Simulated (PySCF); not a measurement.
**Ionisation energy of Al(2+) by level of theory**

Al(2+) [Ne] 3s1 (2S) → Al(3+) [Ne] (1S), as a difference of total energies. Computed with PySCF 2.14 in aug-cc-pVDZ-DK, with scalar relativity by spin-free X2C-1e. The calculations carry no spin-orbit coupling.

```tsv
method	ionisation energy (eV)
UHF	28.058
PBE	28.783
r2SCAN	28.365
M06	27.982
M06-L	27.560
TPSSh	28.459
B3LYP	28.991
```

Problem. Estimate what PBE0 gives.

Solution. 28.663 eV, closest to PBE among the rows shown.

Problem. Estimate what LDA gives.

Solution. 28.768 eV, closest to PBE among the rows shown.

For comparison: 28.448 eV (measured; NIST Atomic Spectra Database, ionization energies).
